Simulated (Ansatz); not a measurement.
Mo(O)3 anion (MoO3), SMILES [O]=[Mo](=[O])=[O] (connectivity only; charge and spin as stated), charge -1, multiplicity 2.

The structure is a stationary point at PBE0-D3(BJ)/def2-SVPD. The geometry has at least one imaginary mode, so it is a saddle point at that level. The multiplicity is an assumed one; other spin states were not compared. The isomer is the one that the SMILES or the coordinates give; other isomers of the formula were not compared. The def2 effective core potentials stand for the cores of Mo; spin–orbit coupling is left out.

Two levels are set side by side: PBE/def2-SVPD (Ansatz, a first-principles code) and CAM-B3LYP/def2-SVPD (Ansatz). Energy differences of separate SCF runs at the same geometry; the states with an electron removed or added have multiplicity 1. Differences are taken from unrounded values.

```tsv
quantity	CAM-B3LYP
vertical ionisation energy (eV)	3.87
```

### Question
What does PBE give, and how far is it from CAM-B3LYP? (The exact figures need the calculation; the answer reports its results.)

### Answer

| quantity | PBE | PBE minus CAM-B3LYP |
|---|---|---|
| vertical ionisation energy (eV) | 3.31 | -0.56 |
